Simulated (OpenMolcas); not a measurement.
## Worked example: ideal-gas entropy of BF3 (boron trifluoride)

A singlet with charge 0, relaxed at HF/cc-pVTZ (OpenMolcas 26.06):

```xyz
4

F     0.5370    0.2081    1.1595
B     0.0000    0.0000    0.0000
F    -0.2618   -1.2081   -0.3847
F    -0.2752    1.0001   -0.7748
```

Harmonic wavenumbers in cm⁻¹: 513, 513, 740, 952, 1567, 1567.

Masses in u: F 18.998, B 10.81. Take T = 298.15 K, p = 1 bar, R = 8.3145 J/(mol K), kT/hc = 207.22 cm⁻¹, rigid rotor and harmonic oscillator.

Work out S° at 298 K.


1. Translation (Sackur–Tetrode): S = R[3/2 ln M + 5/2 ln T − 1.1517] with M = 67.804 gives 161.4 J/(mol K).
2. Rotation: principal moments 47.763, 47.766, 95.530 u Å² give A, B, C = 0.3529, 0.3529, 0.1765 cm⁻¹; the symmetry number is σ = 6; q = (√π/σ)√((kT/hc)³/ABC) = 5944; S = R(ln q + 3/2) = 84.7.
3. Vibration: with u = ν̃/207.22, each mode gives R[u/(eᵘ − 1) − ln(1 − e⁻ᵘ)]; the sum is 6.9, most from 513 cm⁻¹ (2.6), 513 cm⁻¹ (2.6), 740 cm⁻¹ (1.1).
4. Spin: R ln 1 = 0.0.
5. Sum: 161.4 + 84.7 + 6.9 + 0.0 = 253.0 J/(mol K).

No measured value is set beside it here. Unscaled Hartree–Fock wavenumbers run high.
